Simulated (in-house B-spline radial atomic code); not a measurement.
A fraction x of an electron is removed from 4f in Tm2+, starting from [Xe] 4f13 and keeping the highest spin. Method: scalar-relativistic (X2C) wB97X, spin-polarised, spherical fractional occupations, Fermi nucleus of rms radius 5.2256 fm. Calculated with an all-electron radial atomic-structure program (B-spline basis).

Caution: exact exchange at fractional occupations of open shells leaves self-interaction of up to several eV.

```tsv
x	E(x) - E(0) (eV)	4f down level (eV)
0	0.0000	-20.421
0.06	1.2520	-21.316
0.15	3.2317	-22.681
0.27	6.0645	-24.540
0.39	9.1231	-26.442
0.5	12.1293	-28.222
0.52	12.6970	-28.550
0.74	19.3795	-32.221
0.86	23.3691	-34.278
0.96	26.8837	-36.019
1	28.3385	-36.722
```

The exact functional would give a straight line between the two integer points. Deviations E(x) - E(0) - x[E(1) - E(0)], in eV: -0.448 at x = 0.06, -1.019 at x = 0.15, -1.587 at x = 0.27, -1.929 at x = 0.39, -2.04 at x = 0.5, -2.039 at x = 0.52, -1.591 at x = 0.74, -1.002 at x = 0.86, -0.321 at x = 0.96.

The curve lies below the straight line by up to 2.04 eV (at x = 0.5): convex, the delocalisation error, to which spherically averaged exact exchange adds.

**Question.** How well does Slater's transition state (minus the level at half occupation) give the ionisation energy?

**Answer.** It gives 28.222 eV against 28.338 eV from the two total energies; NIST lists 23.66 eV, ground level to ground level. The end point has an open shell averaged over its orbitals, so its exact exchange keeps a self-interaction and this is no true integer point.
